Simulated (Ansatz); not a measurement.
Z-matrix (Å, degrees):
```
C
C 1 1.495
S 1 1.842 2 104.2
H 1 1.092 2 114.0 3 -122.8
H 1 1.097 2 108.8 3 115.9
Se 2 1.744 1 127.4 3 152.6
Sb 2 2.175 1 99.6 3 -20.6
H 7 1.724 2 90.6 1 -79.0
```

Total charge 0; spin multiplicity 1. Sb: def2 effective core potential.

(1) List the ωB97M-V/def2-TZVPP orbital energies in eV (the Gaussian-basis code of Ansatz). (Estimate.)

## Answers

(1) Computed: Occupied: -12368.04, -2426.85, -1588.34, -1423.10, -1423.08, -1423.02, -283.90, -282.88, -220.78, -217.80, -163.90, -163.84, -163.69, -160.74, -160.70, -160.53, -160.44, -112.05, -111.96, -111.84, -60.69, -60.66, -60.46, -60.43, -60.38, -39.42, -39.39, -39.29, -39.27, -39.18, -26.10, -23.35, -20.89, -19.44, -16.62, -15.39, -14.01, -13.46, -12.11, -10.94, -10.16, -10.08, -9.04, -8.35. Lowest empty: -0.72, -0.23, 1.01, 1.88, 2.84, 3.44, 3.63, 4.02.
